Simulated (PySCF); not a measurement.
Numbering as in the mapped SMILES `[CH2:1]=[C:2]([CH3:3])[C@@H:4]1[NH:5][C@H:6]1[CH3:7]`; H(Xn) means a hydrogen on atom n. Ha(C1) is cis to C3; Hb(C1) is trans to C3.

[PySCF 2.14.0 with density-fitted response routines: geometry: GFN2-xTB; NMR shieldings at PBE0/pcSseg-1/GIAO; no solvent; one conformer; non-relativistic; rapidly exchanging positions averaged]

Question: Predict the 2D correlation tables (HSQC, COSY, HMBC).

Answer: 

HSQC (one-bond C–H):
```tsv
δH	δC
5.43 (Hb(C1))	113.2 (C1)
5.07 (Ha(C1))	113.2 (C1)
1.97 (H(C3))	25.8 (C3)
1.72 (H(C4))	39.6 (C4)
1.41 (H(C6))	42.6 (C6)
1.29 (H(C7))	22.8 (C7)
```

COSY cross peaks (H two or three bonds apart, from the bond graph; peaks can be absent where the dihedral angle is near 90°):
```tsv
δH	δH
5.43 (Hb(C1))	5.07 (Ha(C1))
1.72 (H(C4))	1.41 (H(C6))
1.41 (H(C6))	1.29 (H(C7))
```

HMBC (two and three bonds, from the bond graph):
```tsv
δH	δC
5.43 (Hb(C1))	152.7 (C2), 39.6 (C4), 25.8 (C3)
5.07 (Ha(C1))	152.7 (C2), 39.6 (C4), 25.8 (C3)
1.97 (H(C3))	152.7 (C2), 113.2 (C1), 39.6 (C4)
1.72 (H(C4))	152.7 (C2), 113.2 (C1), 42.6 (C6), 25.8 (C3), 22.8 (C7)
1.41 (H(C6))	152.7 (C2), 39.6 (C4), 22.8 (C7)
1.29 (H(C7))	42.6 (C6), 39.6 (C4)
```

Shifts are taken against calculated references (same method and geometry level): TMS for ¹H, ¹³C.

Short H···H contacts in this conformer between protons four or more bonds apart (candidates for NOE cross peaks, intensity ∝ r⁻⁶): Ha(C1)···H(C3) 2.42 Å, H(C4)···H(C7) 2.51 Å, H(C3)···H(C4) 2.54 Å, Hb(C1)···H(C6) 2.76 Å.

OH and NH positions are those of a molecule without intermolecular hydrogen bonds; in solution they move with solvent, concentration and temperature, and exchange usually removes their couplings. Shifts are as computed. Against solution values, carbons near 30 ppm lie about +3 ppm off and those near 130 ppm about +5 ppm. Of 1211 compounds with measured shifts, 218 miss one by over three times the rms of a fit or turn the order of signals round; such compounds aren't used in these exercises.
